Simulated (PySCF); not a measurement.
Exercise with solution: chemical shift, span and skew from a shielding tensor

chloro(ethenylsilyl)silane (C₂H₇ClSi₂), SMILES C=C[SiH2][SiH2]Cl. Atoms are numbered in the order given.

```xyz
12

C     -3.3792     0.6531     0.5713
C     -2.5265     0.0228    -0.2532
Si    -0.8864    -0.7006     0.2976
Si     0.8799     0.6176    -0.5151
Cl     2.6839    -0.2709     0.0580
H     -4.3195     1.0873     0.2135
H     -3.1776     0.7598     1.6431
H     -2.7932    -0.0463    -1.3168
H     -0.7025    -2.0845    -0.2236
H     -0.8196    -0.7166     1.7856
H      0.8663     0.7175    -1.9998
H      0.8445     1.9940     0.0480
```
Charge 0, spin multiplicity 1.

Coordinates come from a TPSSh-D3(BJ)/def2-SVP optimisation. The values are those of a single conformer.

GIAO shieldings from PBE0/pcSseg-1 run with PySCF, non-relativistic, no solvent. The symmetric part of the tensor of Si3 has the principal values 375.4, 404.1, 467.3 ppm. The same nucleus in TMS has σ = 352.7 ppm at this level (PySCF, at its B3LYP-D3(BJ)/def2-TZVP geometry). Without spin–orbit terms, shifts of atoms bonded to Cl or Br come out too high.

**Question.** Work out the isotropic shielding, the ²⁹Si shift against TMS, the span and the skew.

**Answer.** 
σ(iso) = (σ11 + σ22 + σ33)/3 = 415.6 ppm. δ = σ(ref) − σ(iso) = 352.7 − (415.6) = -62.9 ppm.
Span Ω = σ33 − σ11 = 91.9 ppm. Skew κ = 3(σ(iso) − σ22)/Ω = 0.38. Tumbling in solution averages the tensor to δ; in a static solid the shielding alone would spread this spin-1/2 line over Ω.
